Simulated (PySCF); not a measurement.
**Removing an electron from `C/C=C1C=C\1OC`**

C₆H₈O.
Structure used (PBE0-D3(BJ)/def2-SVP), in Å, numbered top down from 1:
```
atom  x, y, z in Å
C1    -2.6262   -0.0465   -0.8895
C2    -1.2051    0.3549   -0.6440
C3    -0.2666   -0.4686   -0.1662
C4     0.1772   -1.7688    0.3235
C5     1.0585   -0.7823    0.2632
O6     2.2922   -0.3894    0.4554
C7     2.5495    0.9756    0.1556
H8    -2.7928   -1.1006   -0.6195
H9    -3.3372    0.5599   -0.3006
H10   -2.9168    0.0717   -1.9486
H11   -0.9133    1.3857   -0.8700
H12   -0.0689   -2.8005    0.5564
H13    3.6287    1.1249    0.2776
H14    2.2581    1.2113   -0.8790
H15    2.0058    1.6361    0.8482
```

Level: B3LYP/def2-SVPD (PySCF). Frontier orbitals with their largest atomic shares (Löwdin; up to four atoms above 4 %):

```
orbital  ε (eV)                          main atoms
 HOMO−3   -9.43  C1 21 %, C2 16 %, H8 12 %, C3 10 %
 HOMO−2   -8.74   O6 35 %, C3 16 %, C4 13 %, C5 9 %
 HOMO−1   -8.30  C3 23 %, C5 14 %, O6 14 %, C4 13 %
   HOMO   -5.15                                   ?
   LUMO   -0.01  C4 34 %, C5 29 %, O6 10 %, H12 9 %
 LUMO+1    0.26  C7 28 %, C5 13 %, O6 10 %, H13 8 %
 LUMO+2    0.83   C4 15 %, C1 12 %, C7 10 %, O6 9 %
```

What vertical ionisation energy does ΔSCF give, and how far is −ε(HOMO) from it?

ΔSCF: 7.29 eV (703 kJ/mol; threshold wavelength 170 nm); ⟨S²⟩ of the doublet left behind is 0.757, against 0.75 for a pure doublet. −ε(HOMO) is 5.15 eV, 2.14 eV below it. In exact Kohn–Sham theory the two would be equal; B3LYP (global hybrid, 20 % exact exchange) falls short of its own ΔSCF value by 29 %. Holes in the HOMO−1 and HOMO−2 were tried too where these lie within 1.2 eV of the HOMO; the lowest converged state counts.

On which atoms does the HOMO lie?

C2 (alkene CH carbon) 34 %, C3 (fully substituted alkene carbon) 21 %, C4 (alkene CH carbon) 16 %, C5 (vinylic carbon bearing oxygen) 8 %, so no atom holds as much as 40 %. The HOMO−1 lies 3.15 eV lower.

What total energies stand behind the ΔSCF value?

E(N) = -308.34115 Eh and E(N − 1) = -308.07326 Eh at the same geometry, 0.26789 Eh apart.

How many of the 10 lowest singlet excitations (vertical TDDFT, same level) lie below the ionisation energy?

All 10; they run from 4.42 to 6.93 eV.

One conformer (not necessarily the lowest) at the PBE0-D3(BJ)/def2-SVP geometry, without solvent, vibrations or thermal averaging.
